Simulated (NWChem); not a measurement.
WSOCl2; SMILES [O]=[W](=[S])([Cl])[Cl]

Program: NWChem. Geometry: optimised at PBE0/def2-SVP. def2 effective core potentials on W; no spin-orbit coupling.

Q: Estimate the computed values for LC-BLYP (range parameter 0.33 per bohr)/def2-SVP. Quantities: highest occupied level (eV); orbital gap (eV); dipole (D).

A: 
```
Quantity                     Result
---------------------------  ------
highest occupied level (eV)  -10.37
orbital gap (eV)               8.91
dipole (D)                     1.36
```
